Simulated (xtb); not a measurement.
Zr(OH)3(SH) (H4O3SZr), SMILES [OH][Zr]([OH])([OH])[SH], multiplicity 1. All values are semi-empirical tight-binding results from xtb (GFN2-xTB unless named), good for trends rather than for accurate numbers. Geometry: GFN2-xTB. The spin state was assumed, not searched. The structure was generated by enumeration; whether it is a known compound was not checked. Other conformers were not sampled.

A frequency run showed that this geometry is not a minimum.

For metal compounds this method's bond lengths and energies can be far off.

| Item | Value |
|---|---|
| orbital gap | 2.91 eV |
